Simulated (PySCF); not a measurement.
A PySCF script (with the pyscf-properties extension) for the NMR shieldings of `[SiH3]O[SiH2]NC1CC1`, C₃H₁₁NOSi₂, on a GFN2-xTB geometry:

```python
import basis_set_exchange as bse
import numpy as np
from pyscf import gto, dft
from pyscf.prop import nmr

atoms = """
Si    2.867600    0.205411    0.795432
O     1.702765    1.190876    0.260822
Si    0.612429    1.733988   -0.807698
N    -0.392019    0.413324   -1.252861
C    -0.954975   -0.516841   -0.333512
C    -2.441326   -0.637467   -0.153217
C    -1.667456   -1.733412   -0.837157
H     2.891817    0.443231    2.237465
H     2.521233   -1.181009    0.480323
H     4.115346    0.595169    0.140762
H     1.266070    2.143167   -2.046400
H    -0.019162    2.824754   -0.061968
H    -0.946168    0.493848   -2.091406
H    -0.333623   -0.618949    0.546157
H    -3.077487   -0.015716   -0.765880
H    -2.833846   -0.821614    0.834762
H    -1.789640   -1.843339   -1.904551
H    -1.530319   -2.669104   -0.317489
"""
names = dict.fromkeys(["Si", "O", "N", "C", "H"], "pcSseg-1")
basis = {el: gto.basis.parse(bse.get_basis(n, elements=[el], fmt="nwchem")) for el, n in names.items()}
mol = gto.M(atom=atoms, basis=basis, charge=0, verbose=0)
mf = dft.RKS(mol, xc="PBE0")
mf.grids.level = 2
mf.grids.alignment = dft.numint.BLKSIZE   # the property module wants whole blocks of grid points
mf.conv_tol = 1e-9
mf.kernel()

calc = nmr.RKS(mf)   # GIAO
C = mf.mo_coeff
Co = C[:, mf.mo_occ > 0]
resp = mf.gen_response(singlet=True, hermi=2)
def vind(x):   # induced exchange potential for any number of trial vectors
    d = np.einsum("pi,xij,qj->xpq", C, 2 * x.reshape(-1, C.shape[1], Co.shape[1]), Co, optimize=True)
    return np.einsum("xpq,pi,qj->xij", resp(d - d.transpose(0, 2, 1)), C, Co, optimize=True).ravel()
mo1, _ = nmr.rhf.solve_mo1(calc, with_cphf=vind)
sigma = calc.kernel(mo1)
for i, s in enumerate(sigma):   # ppm
    print("%2d %-2s %9.2f" % (i, mol.atom_pure_symbol(i), np.trace(s) / 3))
```

Q: Give the expected output.

A: 
```
 0 Si    394.03
 1 O     317.19
 2 Si    389.22
 3 N     212.65
 4 C     159.49
 5 C     176.66
 6 C     178.11
 7 H      26.55
 8 H      26.40
 9 H      26.50
10 H      26.77
11 H      26.37
12 H      32.31
13 H      29.34
14 H      31.73
15 H      31.13
16 H      31.55
17 H      31.02
```

These numbers come from an equivalent density-fitted implementation of the same equations, which agrees with the script to about 0.01 ppm for H and up to a few tenths of a ppm for heavy atoms, so last digits may differ.

Q: Turn these shieldings into chemical shifts. Chemical shifts δ = σref − σ; 29Si (349.16 ppm), 13C (186.93 ppm), 1H (31.72 ppm) vs TMS; 17O (336.08 ppm) vs H2O; NH3 for 15N (267.73 ppm), all at this level.

A: Averaging equivalent atoms: Si 2: -40.1; Si 0: -44.9; O 1: 18.9; N 3: 55.1; C 4: 27.4; C 5/6: 9.5; H 7/8/9: 5.23; H 10/11: 5.14; H 13: 2.38; H 15/17: 0.64; H 14/16: 0.08; H 12: -0.59 ppm. Experimental scales use liquid or dissolved standards, which lie at an offset from isolated NH3 (liquid NH3: subtract about 20 ppm) and H2O (liquid H2O: subtract about 36 ppm).

Size and cost of the density-fitted run: 188 basis functions, 32 s wall time on 1 thread of an Arm Neoverse V1, shared host; peak memory 0.84 GiB.
